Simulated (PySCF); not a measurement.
## Steps of a relaxation of [YbH3(H2O)]−

[YbH3(H2O)]− (singlet; a saddle point, relaxed within its symmetry). PySCF 2.14.0, RKS PBE0, Yb def2-SVP with ECP28, H def2-SVP, O def2-SVP; non-relativistic Hamiltonian with scalar-relativistic core potentials where named; density fitting; no spin-orbit coupling. Origin of the start: template. Columns: position (Å) and force (eV/Å). Energies are counted from the last step; some of the 26 steps are shown. Forces carry noise of the integration grid, about 0.01 to 0.03 eV/Å.

Run from Python with OMP_NUM_THREADS=2. Where DIIS fails, smearing, a level shift and second-order steps follow.
It took 2.4 min on 2 threads of Arm Neoverse V1 (shared host), from the converged density of the start.

```xyz
7
step 0  E = 0.608 eV
Yb    0.1331   -0.1331    0.1331     0.51   -0.53    0.53
H     1.4596    1.1934    1.4596    -0.35    0.00   -0.33
H    -1.1934   -1.4596    1.4596     0.02    0.33   -0.33
H     1.4596   -1.4596   -1.1934    -0.35    0.33    0.00
O    -1.3435    1.3435   -1.3435    -0.19    0.21   -0.21
H    -1.6841    2.2286   -1.1396     0.18   -0.32    0.03
H    -1.6841    1.1396   -2.2286     0.18   -0.03    0.32
```

```xyz
7
step 8  E = 0.269 eV
Yb    0.2659   -0.2222    0.2222    -0.01   -0.07    0.07
H     1.1337    1.5004    1.2658     0.05    0.04    0.04
H    -1.4220   -1.2211    1.2211    -0.03    0.01   -0.01
H     1.1337   -1.2658   -1.5004     0.05   -0.04   -0.04
O    -0.9575    1.2521   -1.2521    -0.56    0.31   -0.31
H    -1.5034    1.9524   -0.8571     0.25   -0.32   -0.06
H    -1.5034    0.8571   -1.9524     0.25    0.06    0.32
```

```xyz
7
step 17  E = 0.037 eV
Yb    0.4369   -0.0547    0.0547    -0.09    0.03   -0.03
H     1.4412    1.3566    1.3614     0.05    0.03    0.05
H    -1.7103   -0.5007    0.5007    -0.09   -0.01    0.01
H     1.4412   -1.3614   -1.3566     0.05   -0.05   -0.03
O    -1.1430    1.3238   -1.3238    -0.88   -0.23    0.23
H    -1.6595    1.5711   -0.5184     0.48   -0.27   -0.50
H    -1.6595    0.5184   -1.5711     0.48    0.50    0.27
```

Task: Where does the relaxation end?

Result: It converges at step 25 in Cs:
```xyz
7
step 25  E = 0
Yb    0.4447   -0.0096    0.0096
H     1.4859    1.3240    1.3843
H    -1.7457   -0.4181    0.4181
H     1.4859   -1.3843   -1.3240
O    -1.2308    1.3515   -1.3515
H    -1.6465    1.5073   -0.4823
H    -1.6465    0.4823   -1.5073
```

Task: How did the contacts change?

Result: 
```tsv
contact	start (Å)	end (Å)
Yb1–H2 (H)	2.298	2.180
Yb1–H3 (H)	2.298	2.265
Yb1–H4 (H)	2.298	2.180
Yb1–O5 (H2O)	2.558	2.552
```
